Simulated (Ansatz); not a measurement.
Se(SiH3)2 (H₆SeSi₂), SMILES [SiH3][Se][SiH3].

Coordinates come from a PBE0-D3(BJ)/def2-SVP optimisation.

Two levels are set side by side: PBE/def2-SVPD (Ansatz, an electronic-structure program) and CAM-B3LYP/def2-SVPD (Ansatz). Energy differences of separate SCF runs at the same geometry; the states with an electron removed or added have multiplicity 2 and 2. Differences are taken from unrounded values.

```csv
quantity,CAM-B3LYP
vertical ionisation energy (eV),9.12
vertical singlet–triplet gap (eV),5.21
```

Task: What does PBE give, and how far is it from CAM-B3LYP? (Estimate from the structure and the level; the computed values follow.)

Result: 
```
quantity                            PBE  PBE minus CAM-B3LYP
---------------------------------  ----  -------------------
vertical ionisation energy (eV)    8.93                -0.19
vertical singlet–triplet gap (eV)  4.72                -0.49
```
